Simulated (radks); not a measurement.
Results of a calculation; reference values are marked as such.
Problem. Sr16+, configuration [Ar] 3d4. Code: a radial shooting solver on a logarithmic mesh with Libxc functionals. Model: Dirac Kohn-Sham, PBE, spin-unpolarised, spherical densities, finite nucleus; open shells fill j = l - 1/2 first; Fermi nuclear charge, rms radius 4.224 fm. Some entries of the table are withheld. Estimate them.

| orbital | occ. | eigenvalue (hartree) | <1/r> (bohr^-1) | <r^2> (bohr^2) |
|---|---|---|---|---|
| 1s1/2 | 2 | -604.5104 | 38.99 | 0.002067 |
| 2s1/2 | 2 | -98.25720 | 8.809 | 0.03473 |
| 2p1/2 | 2 | -91.19733 | 8.771 | (1) |
| 2p3/2 | 4 | -88.67183 | 8.432 | (2) |
| 3s1/2 | 2 | (3) | 3.173 | 0.2403 |
| 3p1/2 | 2 | -26.20408 | 3.092 | 0.2339 |
| 3p3/2 | 4 | -25.73343 | 3.013 | 0.2419 |
| 3d3/2 | 4 | -21.48497 | 2.865 | 0.2086 |
| 3d5/2 | 0 | -21.39177 | 2.845 | 0.2108 |
| 4s1/2 | 0 | -12.95547 | 1.489 | 1.026 |
| 4p1/2 | 0 | (4) | 1.440 | (5) |
| 4p3/2 | 0 | (6) | 1.416 | (7) |

Solution. 
(1) 2p1/2 <r^2> (bohr^2): 0.02647
(2) 2p3/2 <r^2> (bohr^2): 0.02784
(3) 3s1/2 eigenvalue (hartree): -28.74631
(4) 4p1/2 eigenvalue (hartree): -12.00612
(5) 4p1/2 <r^2> (bohr^2): 1.070
(6) 4p3/2 eigenvalue (hartree): -11.86860
(7) 4p3/2 <r^2> (bohr^2): 1.095
